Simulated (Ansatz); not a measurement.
The cluster Ag₂Br⁺ (the lowest singlet isomer of a short search), 3 atoms. Hardware: 4 threads of Arm Neoverse V1 on a shared host.

In the def2 sets Ag takes a core potential; there is no spin–orbit coupling. Correlated methods freeze 9 core orbitals; core or outer-core shells of Ag, Br are correlated, in sets that lack core-valence functions.

(1) How many basis functions does each of these Ansatz runs have, and roughly what does it cost? HSE06-D4/def2-TZVP, charge 1 singlet, energy and forces, from earlier orbitals; r2SCANh-D4/def2-TZVP, charge 1 quintet, energy, from earlier orbitals; ωB97M-V/def2-TZVP, charge 1 singlet, energy, from earlier orbitals; RPA@PBE/def2-TZVP, charge 1 triplet, energy, from earlier orbitals; PBE-D4/def2-TZVP, charge 1 singlet, energy, from earlier orbitals; PBE-D4/def2-SVP, charge 1 singlet, energy, from earlier orbitals; PBE0-D4/def2-TZVP, charge 1 quintet, energy, from earlier orbitals; PBE0-D4/def2-SVP, charge 1 singlet, energy, from earlier orbitals; RPA@PBE/def2-TZVP, charge 1 quintet, energy, from earlier orbitals; r2SCAN-D4/def2-TZVP, charge 1 unrestricted singlet, energy, from earlier orbitals; HF/STO-3G, charge 1 singlet, energy; PBE0-D4/def2-TZVP, charge 1 singlet, frequencies.

## Answers

(1) Other jobs shared the machine, so times can vary by a factor of up to 3. A dash marks memory too small to be measured apart from the calling script's.

```tsv
run	functions	fitting or Cholesky vectors	wall time	peak host memory (GiB)
HF/STO-3G, charge 1 singlet, energy	72	853	0.85 s	–
PBE-D4/def2-SVP, charge 1 singlet, energy, from earlier orbitals	94	909	1 s	–
PBE-D4/def2-TZVP, charge 1 singlet, energy, from earlier orbitals	128	1082	1.5 s	–
PBE0-D4/def2-SVP, charge 1 singlet, energy, from earlier orbitals	94	959	1.7 s	–
HSE06-D4/def2-TZVP, charge 1 singlet, energy and forces, from earlier orbitals	128	1102	2.7 s	–
r2SCAN-D4/def2-TZVP, charge 1 unrestricted singlet, energy, from earlier orbitals	128	1082	6 s	–
ωB97M-V/def2-TZVP, charge 1 singlet, energy, from earlier orbitals	128	1114	7.5 s	–
r2SCANh-D4/def2-TZVP, charge 1 quintet, energy, from earlier orbitals	128	1102	11 s	–
PBE0-D4/def2-TZVP, charge 1 singlet, frequencies	128	1162	13 s	–
RPA@PBE/def2-TZVP, charge 1 quintet, energy, from earlier orbitals	128	1102	23 s	–
PBE0-D4/def2-TZVP, charge 1 quintet, energy, from earlier orbitals	128	1102	23 s	–
RPA@PBE/def2-TZVP, charge 1 triplet, energy, from earlier orbitals	128	1102	25 s	–
```
